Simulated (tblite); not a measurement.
C₅H₁₁NO.
Bonds: C1–C2, C2–C3, C3–O4 (double), C3–N5, N5–C6, N5–C7. Hydrogens: H8, H9, H10 on C1; H11, H12 on C2; H13, H14, H15 on C6; H16, H17, H18 on C7.

Computed with GFN2-xTB (tblite), gas phase: Langevin dynamics at 300 K from the optimised GFN2-xTB geometry, time step 0.5 fs, friction 0.01 fs⁻¹, 2000 steps. The instantaneous temperature is 2·E(kin)/(3Nk) with all 3N coordinates.

```
t (fs)  T (K)  E(pot) above start (eV)  C1–C2 (Å)  C2–C3 (Å)  C3=O4 (Å)  C3–N5 (Å)  N5–C6 (Å)  C1–H8 (Å)  C1–C2–C3–O4 (°)
     0    254                    0.000      1.523      1.520      1.216      1.358      1.443      1.087               -2
    25    207                    0.386      1.516      1.548      1.246      1.370      1.419      1.133                3
    50    237                    0.361      1.507      1.517      1.206      1.399      1.430      1.091                4
    75    200                    0.599      1.529      1.521      1.202      1.391      1.404      1.046                2
   100    270                    0.537      1.585      1.521      1.234      1.380      1.457      1.100              -13
   125    299                    0.511      1.549      1.535      1.206      1.344      1.394      1.136              -15
   150    267                    0.411      1.500      1.537      1.217      1.383      1.470      1.059              -13
   175    239                    0.380      1.488      1.556      1.232      1.364      1.433      1.075              -12
   200    264                    0.442      1.509      1.483      1.232      1.366      1.421      1.130                6
   225    301                    0.462      1.538      1.530      1.213      1.389      1.505      1.102               14
   250    332                    0.490      1.596      1.501      1.197      1.334      1.447      1.074               19
   275    212                    0.753      1.567      1.595      1.227      1.358      1.472      1.101               14
   300    332                    0.546      1.503      1.499      1.204      1.357      1.451      1.124               21
   325    302                    0.636      1.500      1.479      1.200      1.352      1.485      1.083               19
   350    308                    0.551      1.547      1.552      1.229      1.337      1.465      1.089                8
   375    308                    0.550      1.547      1.485      1.203      1.364      1.443      1.132                4
   400    330                    0.629      1.546      1.516      1.196      1.400      1.464      1.087              -34
   425    247                    0.703      1.509      1.515      1.218      1.366      1.444      1.049              -39
   450    284                    0.596      1.462      1.551      1.239      1.337      1.439      1.151              -40
   475    268                    0.622      1.511      1.509      1.202      1.333      1.459      1.136              -48
   500    308                    0.806      1.576      1.509      1.221      1.357      1.482      1.095              -46
   525    339                    0.632      1.527      1.491      1.219      1.366      1.421      1.084              -65
   550    327                    0.694      1.522      1.481      1.218      1.400      1.442      1.116              -68
   575    293                    0.703      1.556      1.497      1.203      1.437      1.411      1.153              -87
   600    401                    0.583      1.579      1.465      1.238      1.416      1.410      1.099              -97
   625    261                    1.157      1.606      1.502      1.246      1.382      1.399      0.980             -103
   650    449                    0.744      1.585      1.577      1.187      1.414      1.425      1.088             -103
   675    358                    0.925      1.558      1.478      1.214      1.373      1.424      1.208             -101
   700    422                    0.865      1.552      1.534      1.269      1.362      1.423      1.133              -99
   725    358                    0.734      1.562      1.478      1.240      1.366      1.424      1.008             -105
   750    295                    0.583      1.607      1.478      1.185      1.399      1.431      1.074             -107
   775    266                    0.701      1.553      1.458      1.205      1.354      1.448      1.185             -116
   800    244                    0.562      1.523      1.542      1.225      1.370      1.444      1.145             -120
   825    247                    0.554      1.511      1.517      1.229      1.339      1.400      1.041             -122
   850    322                    0.635      1.542      1.570      1.210      1.367      1.413      1.058             -109
   875    309                    0.715      1.527      1.477      1.196      1.406      1.435      1.151              -98
   900    302                    0.752      1.564      1.528      1.251      1.372      1.419      1.164              -85
   925    272                    0.806      1.552      1.502      1.231      1.412      1.477      1.082              -87
   950    281                    0.704      1.540      1.460      1.168      1.388      1.478      1.067              -80
   975    170                    0.675      1.489      1.552      1.199      1.384      1.466      1.106              -73
  1000    229                    0.486      1.496      1.509      1.233      1.379      1.473      1.093              -78
```

Task: From 500 fs on, how do temperature and potential energy compare with equipartition?

Result: The mean temperature of these 21 frames is 307 K against the target 300 K, and the mean potential energy 0.72 eV against 48 × kT/2 = 0.62 eV for 48 classical harmonic modes. For 18 atoms in a canonical ensemble the temperature itself scatters by T·√(2/(3N)) = 58 K; here its standard deviation is 65 K. The whole run lasts only 10 friction times of 100 fs, so these averages carry a wide statistical error.

Task: What are the kinetic and total energies of the listed frame with the highest potential energy?

Result: The one at 625 fs, 1.157 eV above the start. Its kinetic energy is 3NkT/2 = 0.607 eV at 261 K, so the sum is 1.76 eV; over the listed frames the sum runs from 0.59 to 1.85 eV, since the thermostat adds and removes energy.

Task: How much do the listed bonds fluctuate from 500 fs on?

Result: 
| bond | at the start (Å) | mean (Å) | standard deviation (Å) |
| --- | --- | --- | --- |
| C1–C2 | 1.523 | 1.549 | 0.031 |
| C2–C3 | 1.520 | 1.505 | 0.034 |
| C3=O4 | 1.216 | 1.218 | 0.024 |
| C3–N5 | 1.358 | 1.383 | 0.024 |
| N5–C6 | 1.443 | 1.435 | 0.026 |
| C1–H8 | 1.087 | 1.101 | 0.054 |

The motion is classical and holds no zero-point motion.

The cost below is that of the whole dynamics run. On one thread of an INTEL XEON PLATINUM 8581C at 2.10 GHz, shared host, this took 11 s wall and 0.18 GiB of memory at its peak.
